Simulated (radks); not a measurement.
The palladium ion Pd4+, configuration [Kr] 4d6.

Method: Dirac Kohn-Sham, LDA (Slater exchange, Perdew-Wang correlation), spin-unpolarised, spherical densities, point nucleus; open shells fill j = l - 1/2 first; computed with a radial shooting solver on a logarithmic mesh with Libxc functionals.

Energy parts (eV):
total: -137091.106
kinetic: 143167.536
electron-nucleus: -329993.117
Hartree: 53473.084
exchange-correlation: -3738.609

Orbitals (lengths in bohr, moments of r in powers of bohr):
orbital  occ.  eigenvalue (eV)  <1/r>
1s1/2       2        -24181.58  48.19
2s1/2       2        -3581.907  11.08
2p1/2       2        -3328.766  11.06
2p3/2       4        -3169.624  10.42
3s1/2       2        -694.0251  3.858
3p1/2       2        -594.0392  3.766
3p3/2       4        -566.2711  3.610
3d3/2       4        -388.6041  3.445
3d5/2       6        -383.0582  3.404
4s1/2       2        -142.9036  1.488
4p1/2       2        -111.3447  1.376
4p3/2       4        -106.5886  1.328
4d3/2       4         -57.7486  1.062
4d5/2       2         -57.1176  1.051

The highest occupied level is 4d5/2 at -57.118 eV. Summed over all electrons, <r^2> = 22.95 bohr^2, which gives a Langevin (diamagnetic) susceptibility term of -18.2 x 10^-6 cm^3/mol. The density falls to 0.001 e/bohr^3 at r = 2.93 bohr. For comparison, the ionisation energy in NIST's Atomic Spectra Database is 61 eV (theoretical). In exact Kohn-Sham theory the highest level is minus the ionisation energy, but local and semilocal functionals leave it too shallow, through self-interaction and a potential that decays too fast; potentials with the right tail come closer.

Beside tabulated values, note that spin-unpolarised runs miss the spin-polarisation part of the exchange energy of open shells.
